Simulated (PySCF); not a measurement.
Compound: C₃H₁₀NOSi₂ (doublet state).
SMILES with atom numbers: `[OH:1][CH:2][NH:3][SiH:4]1[CH2:5][SiH2:6][CH2:7]1` (hydrogens: H8 on O1; H9 on C2; H10 on N3; H11 on Si4; H12, H13 on C5; H14, H15 on Si6; H16, H17 on C7)

Structure used (GFN2-xTB), in Å, numbered top down from 1:
```
atom  x, y, z in Å
O1    -2.792   -1.188    0.621
C2    -2.750    0.068    0.068
N3    -1.563    0.483   -0.504
Si4   -0.087   -0.420   -0.582
C5     0.821   -0.612    1.104
Si6    2.253    0.523    0.511
C7     1.334    0.715   -1.158
H8    -1.928   -1.377    1.001
H9    -3.679    0.339   -0.410
H10   -1.632    1.380   -0.953
H11   -0.273   -1.693   -1.291
H12    1.131   -1.626    1.346
H13    0.288   -0.233    1.973
H14    3.543   -0.162    0.405
H15    2.397    1.761    1.280
H16    1.878    0.321   -2.010
H17    1.053    1.733   -1.412
```

The hyperfine couplings belong to this conformer and change with its torsions.

Computed, not measured: UKS B3LYP, pcH-1 on C H N O Si, non-relativistic, mean-field spin-orbit, GIAO (PySCF). The structure is a single GFN2-xTB conformer in the gas phase; no vibrational or solvent corrections. Couplings are sensitive to structure, and on GFN2-xTB geometries they can be far from those on DFT ones. The SCF solution wasn't tested for stability.

Computed for the main isotopes (class means, splittings of 0.05 mT or more): g = 2.0030; H11 1H +20.9 MHz (0.75 mT); N3 14N +11.3 MHz (0.40 mT); H10 1H -8.1 MHz (0.29 mT); H9 1H +4.6 MHz (0.17 mT); 24 first-order lines, 2.00 mT wide.

Task: What changes when 1H at H9 is replaced by 2H?

Result: At a fixed geometry a is proportional to g_N: 0.85744/5.58569 = 0.1535, so a goes from +4.6 to +0.7 MHz (0.025 mT). The spin goes from 1/2 to 1, so the 1:1 doublet becomes a 1:1:1 triplet. The spectrum then has 36 first-order lines over 1.89 mT, counting the new splitting although it is under 0.05 mT.

Task: What changes when 14N at N3 is replaced by 15N?

Result: Only the nuclear moment changes in this model. The ratio of g factors is -0.56638/0.40376 = -1.4028, so a goes from +11.3 to -15.8 MHz (0.565 mT). The spin goes from 1 to 1/2, so the 1:1:1 triplet becomes a 1:1 doublet. The spectrum then has 16 first-order lines over 1.76 mT.

Task: Give position and intensity of the satellites from 13C at C2.

Result: a = +212.2 MHz, or 7.57 mT in magnitude, and I = 1/2, so to first order each main line has two satellites, at ±3.78 mT. The isotope's abundance is about 1.07 %, shared among 2 lines, so each has 0.54 % of the main line's intensity. At 340 mT second-order shifts move them to lower field by up to 0.04 mT.

Task: Give position and intensity of the satellites from 17O at O1.

Result: a = -12.8 MHz, or 0.46 mT in magnitude, and I = 5/2, so to first order each main line has six satellites, at ±0.23, ±0.68, ±1.14 mT. The isotope's abundance is about 0.038 %, shared among 6 lines, so each has 0.0063 % of the main line's intensity.

The run took 1.9 min of wall time (grids of density and orbitals included) on Arm Neoverse V1, one thread, shared host with 32 logical CPUs at a one-minute load of 20, and the process peaked at 1.0 GiB of memory.
